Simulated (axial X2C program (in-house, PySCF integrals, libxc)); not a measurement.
**Nuclear properties of FSnF⁻**

Computed with an in-house all-electron X2C program for linear molecules (integrals from PySCF): two-component X2C with atomic mean-field Coulomb and Gaunt terms, Gaussian nuclei, basis F dyall-av3z, Sn dyall-v3z with contracted cores.

F–Sn–F held linear, with bonds 2.159 and 2.159 Å (near the PBE0 minimum at charge -1 of the determinant lowest at the starting distance; the state shown can have its own minimum elsewhere, held linear; other orders of the atoms were not compared).

Input and command:
```json
{"zs": [9, 50, 9], "q": -1, "bas": ["dyall-av3z", "dyall-v3z", "dyall-av3z"], "r0": [2.04, 2.04], "symm": 1, "scan": ["PBE0", "HF", "BHandHLYP"], "levels": ["PBE0", "HF", "r2SCAN"], "nst": 2}
```
```bash
python solin.py task.json out
```

Keys: zs atomic numbers; q charge; bas basis sets; r0 starting distance in Å; symm equal bonds; scan levels of the two-bond scan; levels methods; nst determinants followed.

Determinant lowest in the PBE0 search, Ω = 1/2 (⟨Sz⟩ = -0.50, ⟨Lz⟩ = 1.00 at PBE0), spin on the atoms F 0.01, Sn -0.52, F 0.01:

```
 level  A∥/gI F (MHz)  qzz F (a.u.)  A∥/gI Sn (MHz)  qzz Sn (a.u.)
  PBE0             90          0.31            2670          -0.25
    HF           68.4          0.29            3020           0.44
r2SCAN           96.3          0.26            2850          -0.20
```

Determinant 0.25 eV from it at PBE0 and this distance, Ω = 3/2 (⟨Sz⟩ = 0.50, ⟨Lz⟩ = 1.00 at PBE0), spin on the atoms F -0.01, Sn 0.53, F -0.01:

```csv
level,A∥/gI F (MHz),qzz F (a.u.),A∥/gI Sn (MHz),qzz Sn (a.u.)
PBE0,19.7,0.31,96.5,-0.78
HF,14.1,0.29,-61.9,-0.11
r2SCAN,22.7,0.25,-15.2,-0.69
```

A∥ (defined per Ω) follows by multiplying with gI = μI/(I μN); qzz is the electric field gradient, eQq0 = 234.96 MHz × Q/barn × qzz. The operators were transformed with the bare-nucleus X2C matrices; with these basis sets, hyperfine constants and field gradients can be off by tens of per cent, and where levels differ in sign neither size nor sign is settled.

**Question.** With gI(19F) = 5.2577, gI(119Sn) = -2.0946 (g factors from the IAEA table of nuclear moments by Stone), turn the PBE0 values of the first state into constants in MHz.

**Answer.** A∥(19F) = 90 × 5.2577 = 473 MHz; A∥(119Sn) = 2670 × -2.0946 = -5590 MHz.

The molecule was held linear; bending was not examined, so a bent shape may lie lower.

Each state is one determinant with collinear spin. Unrestricted Hartree–Fock can overshoot spin polarisation at the nuclei. For an anion, determinants above electron detachment, or with a positive highest level, are held by the basis set. The search compared states at one distance, so a state with another bond length can lie lower. Where a field gradient or hyperfine factor spreads by more than a factor of two over the levels, a constant derived from it is not to be relied on. PBE0 term energies can be off by some tenths of an eV.
